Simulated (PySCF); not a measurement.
B3LYP has the VWN-RPA correlation part, as in Gaussian. 

Cartesian coordinates (Å):
```xyz
5

Zn     0.0536    -0.0161     0.0945
O     -0.3361     1.4377     1.0454
H     -1.0742     1.9324     0.6435
O      0.6374    -1.4138    -0.8410
H      0.2239    -2.2408    -0.5309
```
Charge 0, spin multiplicity 1.

Q: Estimate the LUMO, charge on the central atom (Mulliken), dipole moment, HOMO and charge on the central atom (meta-Löwdin) that B3LYP-D3(BJ)/def2-TZVP // PBE-D3(BJ)/def2-SVP in PySCF returns for this input.

A: 
```yaml
LUMO: -1.53 eV
charge on the central atom (Mulliken): 0.62 e
dipole_moment: 2.00 D
HOMO: -8.17 eV
charge on the central atom (meta-Löwdin): 1.28 e
```
